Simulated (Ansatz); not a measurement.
Ansatz (a first-principles code) input for Se(Cl)(Et) (C2H5ClSe), SMILES Cl[Se]CC, PBE-D3(BJ)/def2-SVP. 

Ansatz 0.2 input:
```yaml
crystal:
  periodic: [false, false, false]
  atoms:
    - {symbol: Se, position_ang: [-0.19582148, 0.06373394, 0.79891975]}
    - {symbol: Cl, position_ang: [1.31342897, 1.05632789, -0.42891925]}
    - {symbol: C, position_ang: [-0.58073607, -1.37838317, -0.44154717]}
    - {symbol: C, position_ang: [-1.20173192, -0.91573027, -1.75017360]}
    - {symbol: H, position_ang: [-1.26237611, -2.02865817, 0.13377007]}
    - {symbol: H, position_ang: [0.35441394, -1.93572430, -0.59785678]}
    - {symbol: H, position_ang: [-0.52665195, -0.21807623, -2.26799082]}
    - {symbol: H, position_ang: [-2.15847698, -0.40088859, -1.57487212]}
    - {symbol: H, position_ang: [-1.38246281, -1.77649984, -2.41437023]}
basis:
  gaussian:
    orbitals: def2-SVP
hamiltonian:
  xc: pbe
  dispersion: d3bj
relax: {f_tol: 0.002, max_steps: 200}
```

It prints:

```
Functional definition: PBE
integrals: 0.05 GiB planned
1147 factors; their error is unknown
mean field: 0.28 GiB planned
mean field evaluation 1: about -79987.6165 eV, gradient 6.0e1 eV
mean field evaluation 2: about -79919.2172 eV, gradient 1.4e2 eV
mean field evaluation 4: about -79996.3505 eV, gradient 1.1e1 eV
mean field evaluation 8: about -79996.6881 eV, gradient 3.4e-1 eV
mean field evaluation 16: about -79996.5555 eV, gradient 2.5e-3 eV
mean field -79996.55550461 eV, -2939.8191911815 hartree, gradient 2.4e-5 eV, S^2 0.000000; 0 other end points of the search recorded, 0 dependent functions left out
the calculation of the forces begins
reference -79996.55553416 eV, -2939.8191922674 hartree; 34, 34 occupied and 69, 69 virtual orbitals, 1147 factors
relax step   1: F+E_penalty+E_count = -79996.77110008 eV  Δ(F+E_penalty+E_count) = +0.000e0 eV  max|allowed force component| = 5.547e-1 eV/Å  Δτ_max = 0.0000 Å  (30 SCF iters, accepted)
these checks for a lower state are left out or cut short: starts, cluster_reference, orbital_swaps, neighbouring_geometries, increment
integrals: 0.05 GiB planned
1147 factors; their error is unknown
mean field: 0.27 GiB planned
mean field -79996.57827915 eV, -2939.8200281304 hartree, gradient 1.7e-5 eV, S^2 0.000000; 0 other end points of the search recorded, 0 dependent functions left out
the calculation of the forces begins
reference -79996.57830891 eV, -2939.8200292243 hartree; 34, 34 occupied and 69, 69 virtual orbitals, 1147 factors
relax step   2: F+E_penalty+E_count = -79996.79110062 eV  Δ(F+E_penalty+E_count) = -2.000e-2 eV  max|allowed force component| = 2.247e-1 eV/Å  Δτ_max = 0.0634 Å  (29 SCF iters, accepted)
these checks for a lower state are left out or cut short: starts, cluster_reference, orbital_swaps, neighbouring_geometries, increment
integrals: 0.05 GiB planned
1147 factors; their error is unknown
mean field: 0.27 GiB planned
mean field evaluation 32: about -79996.5800 eV, gradient 6.6e-5 eV
mean field -79996.57999307 eV, -2939.8200911159 hartree, gradient 1.8e-5 eV, S^2 0.000000; 0 other end points of the search recorded, 0 dependent functions left out
the calculation of the forces begins
reference -79996.58002286 eV, -2939.8200922107 hartree; 34, 34 occupied and 69, 69 virtual orbitals, 1147 factors
relax step   3: F+E_penalty+E_count = -79996.79274490 eV  Δ(F+E_penalty+E_count) = -1.644e-3 eV  max|allowed force component| = 5.447e-2 eV/Å  Δτ_max = 0.0115 Å  (30 SCF iters, accepted)
these checks for a lower state are left out or cut short: starts, cluster_reference, orbital_swaps, neighbouring_geometries, increment
integrals: 0.05 GiB planned
1147 factors; their error is unknown
mean field: 0.27 GiB planned
mean field -79996.58033425 eV, -2939.8201036541 hartree, gradient 1.8e-5 eV, S^2 0.000000; 0 other end points of the search recorded, 0 dependent functions left out
the calculation of the forces begins
reference -79996.58036405 eV, -2939.8201047492 hartree; 34, 34 occupied and 69, 69 virtual orbitals, 1147 factors
relax step   4: F+E_penalty+E_count = -79996.79305803 eV  Δ(F+E_penalty+E_count) = -3.131e-4 eV  max|allowed force component| = 2.927e-2 eV/Å  Δτ_max = 0.0053 Å  (32 SCF iters, accepted)
these checks for a lower state are left out or cut short: starts, cluster_reference, orbital_swaps, neighbouring_geometries, increment
integrals: 0.05 GiB planned
1147 factors; their error is unknown
mean field: 0.27 GiB planned
mean field -79996.58033675 eV, -2939.8201037460 hartree, gradient 2.3e-5 eV, S^2 0.000000; 0 other end points of the search recorded, 0 dependent functions left out
the calculation of the forces begins
reference -79996.58036655 eV, -2939.8201048410 hartree; 34, 34 occupied and 69, 69 virtual orbitals, 1147 factors
relax step   5: F+E_penalty+E_count = -79996.79311167 eV  Δ(F+E_penalty+E_count) = -5.364e-5 eV  max|allowed force component| = 1.170e-2 eV/Å  Δτ_max = 0.0025 Å  (22 SCF iters, accepted)
these checks for a lower state are left out or cut short: starts, cluster_reference, orbital_swaps, neighbouring_geometries, increment
integrals: 0.05 GiB planned
1147 factors; their error is unknown
mean field: 0.27 GiB planned
mean field -79996.58030171 eV, -2939.8201024582 hartree, gradient 1.7e-5 eV, S^2 0.000000; 0 other end points of the search recorded, 0 dependent functions left out
the calculation of the forces begins
reference -79996.58033151 eV, -2939.8201035533 hartree; 34, 34 occupied and 69, 69 virtual orbitals, 1147 factors
relax step   6: F+E_penalty+E_count = -79996.79314445 eV  Δ(F+E_penalty+E_count) = -3.278e-5 eV  max|allowed force component| = 5.551e-3 eV/Å  Δτ_max = 0.0049 Å  (23 SCF iters, accepted)
these checks for a lower state are left out or cut short: starts, cluster_reference, orbital_swaps, neighbouring_geometries, increment
integrals: 0.05 GiB planned
1147 factors; their error is unknown
mean field: 0.27 GiB planned
mean field -79996.58028476 eV, -2939.8201018352 hartree, gradient 1.8e-5 eV, S^2 0.000000; 0 other end points of the search recorded, 0 dependent functions left out
the calculation of the forces begins
reference -79996.58031456 eV, -2939.8201029306 hartree; 34, 34 occupied and 69, 69 virtual orbitals, 1147 factors
relax step   7: F+E_penalty+E_count = -79996.79317444 eV  Δ(F+E_penalty+E_count) = -2.999e-5 eV  max|allowed force component| = 2.649e-3 eV/Å  Δτ_max = 0.0074 Å  (30 SCF iters, accepted)
these checks for a lower state are left out or cut short: starts, cluster_reference, orbital_swaps, neighbouring_geometries, increment
integrals: 0.05 GiB planned
1147 factors; their error is unknown
mean field: 0.27 GiB planned
mean field evaluation 64: about -79996.5803 eV, gradient 4.6e-5 eV
mean field -79996.58031551 eV, -2939.8201029654 hartree, gradient 2.7e-5 eV, S^2 0.000000; 0 other end points of the search recorded, 0 dependent functions left out
the calculation of the forces begins
reference -79996.58034532 eV, -2939.8201040609 hartree; 34, 34 occupied and 69, 69 virtual orbitals, 1147 factors
relax step   8: F+E_penalty+E_count = -79996.79318128 eV  Δ(F+E_penalty+E_count) = -6.837e-6 eV  max|allowed force component| = 1.539e-3 eV/Å  Δτ_max = 0.0027 Å  (21 SCF iters, accepted)
these checks for a lower state are left out or cut short: starts, cluster_reference, orbital_swaps, neighbouring_geometries, increment
integrals: 0.05 GiB planned
1147 factors; their error is unknown
mean field: 0.27 GiB planned
mean field -79996.58029357 eV, -2939.8201021590 hartree, gradient 2.6e-5 eV, S^2 0.000000; 0 other end points of the search recorded, 0 dependent functions left out
the calculation of the forces begins
reference -79996.58032338 eV, -2939.8201032546 hartree; 34, 34 occupied and 69, 69 virtual orbitals, 1147 factors
relax step   9: F+E_penalty+E_count = -79996.79318358 eV  Δ(F+E_penalty+E_count) = -2.295e-6 eV  max|allowed force component| = 1.435e-3 eV/Å  Δτ_max = 0.0028 Å  (21 SCF iters, accepted)
integrals: 0.05 GiB planned
1147 factors; their error is unknown
mean field: 0.27 GiB planned
mean field -79996.58029357 eV, -2939.8201021590 hartree, gradient 2.6e-5 eV, S^2 0.000000; 1 other end points of the search recorded, 0 dependent functions left out
the calculation of the forces begins
reference -79996.58032338 eV, -2939.8201032546 hartree; 34, 34 occupied and 69, 69 virtual orbitals, 1147 factors
Total energy: -79996.79321339 eV, -2939.8279268180 hartree
Atom 0 at    -0.176992     0.059793     0.821623 Å, force    -0.000198    -0.000261     0.000285 eV/Å
Atom 1 at     1.334313     1.109699    -0.416832 Å, force     0.000482     0.000467    -0.000244 eV/Å
Atom 2 at    -0.585568    -1.386964    -0.448343 Å, force    -0.000574     0.000431     0.000502 eV/Å
Atom 3 at    -1.206381    -0.921102    -1.755297 Å, force    -0.001371    -0.001201    -0.001435 eV/Å
Atom 4 at    -1.273974    -2.027781     0.146819 Å, force     0.000235     0.000035    -0.000293 eV/Å
Atom 5 at     0.350953    -1.959491    -0.600859 Å, force     0.000087     0.000097    -0.000001 eV/Å
Atom 6 at    -0.523442    -0.223867    -2.280273 Å, force    -0.000216    -0.000313     0.000653 eV/Å
Atom 7 at    -2.167494    -0.397133    -1.584927 Å, force     0.001206     0.000127     0.000430 eV/Å
Atom 8 at    -1.391828    -1.787052    -2.424951 Å, force     0.000349     0.000619     0.000103 eV/Å
Dipole moment:    -0.277256    -0.370968    -0.062018 e Å
```

The calculation finished and met its thresholds.
